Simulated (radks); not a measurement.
Q: The mercury ion Hg14+, configuration [Kr] 4d10 4f14 5s2 5p4. Calculated with a radial shooting solver on a logarithmic mesh with Libxc functionals: scalar-relativistic Kohn-Sham, PBEsol, spin-polarised, spherical densities, finite nucleus; open shells are filled with parallel spins first (spin-orbit coupling, left out, can overturn this in heavy ions); Fermi nuclear charge, rms radius 5.4648 fm. Some entries of the table are withheld. Estimate them.

orbital,occ.,eigenvalue (hartree),<r> (bohr),<r^2> (bohr^2)
1s up,1,-3064.686,0.01660,0.0003811
1s down,1,-3064.672,0.01660,0.0003811
2s up,1,-551.8602,0.06995,0.005799
2s down,1,-551.8528,0.06995,0.005799
2p up,3,-477.5788,0.06328,0.004898
2p down,3,-477.5675,0.06328,0.004898
3s up,1,-138.7919,0.1807,0.03734
3s down,1,-138.7833,0.1807,0.03734
3p up,3,-117.3156,0.1821,0.03846
3p down,3,-117.3059,0.1821,0.03846
3d up,5,-94.68308,0.1649,0.03184
3d down,5,-94.67355,0.1649,0.03184
4s up,1,-38.42189,0.3987,0.1793
4s down,1,-38.40614,0.3987,0.1793
4p up,3,-31.36139,0.4244,0.2046
4p down,3,-31.34424,0.4243,0.2044
4d up,5,-22.97243,0.4465,0.2299
4d down,5,-22.95160,0.4460,0.2293
5s up,1,-13.92362,0.8471,0.7984
5s down,1,-13.80835,0.8458,0.7964
4f up,7,-13.64320,(1),0.2633
4f down,7,-13.61478,(2),0.2612
5p up,3,-11.75821,(3),0.9639
5p down,1,-11.63587,(4),0.9646

A: 
(1) 4f up <r> (bohr): 0.4702
(2) 4f down <r> (bohr): 0.4686
(3) 5p up <r> (bohr): 0.9298
(4) 5p down <r> (bohr): 0.9298
